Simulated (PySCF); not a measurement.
From computed data to an observable: oscillator strength and radiative lifetime

Al(F)(I)(OMe) (CH3AlFIO), SMILES [F][Al]([I])[O]C.

Geometry: PBE0-D3(BJ)/def2-SVP. The def2 effective core potentials stand for the cores of I; spin–orbit coupling is left out. One conformer was computed; it need not be the lowest.

TDA-PBE0/def2-SVPD run with PySCF puts the first singlet state with f over 0.02 at 5.52 eV (vertical), with the transition dipole (-0.383, 0.205, 0.000) in atomic units.

Problem. Find the oscillator strength, the wavelength and the radiative lifetime that this transition would have in vacuum if emission retraced absorption.

Solution. 
|μ|² = 0.1887 au, so |μ| = 1.10 D. ΔE = 5.52/27.211 = 0.2029 hartree. f = (2/3) ΔE |μ|² = 0.026 (the program prints 0.025).
λ = 1239.84/5.52 = 225 nm; ν = 44522 cm⁻¹.
Einstein's coefficient A = 0.6670 ν² f s⁻¹ (ν in cm⁻¹) = 3.4e7 s⁻¹, so τ = 1/A = 30 ns. This state is S1. The figure is the radiative limit of this one transition; relaxation, internal conversion, crossing to triplets and a medium change what is measured.
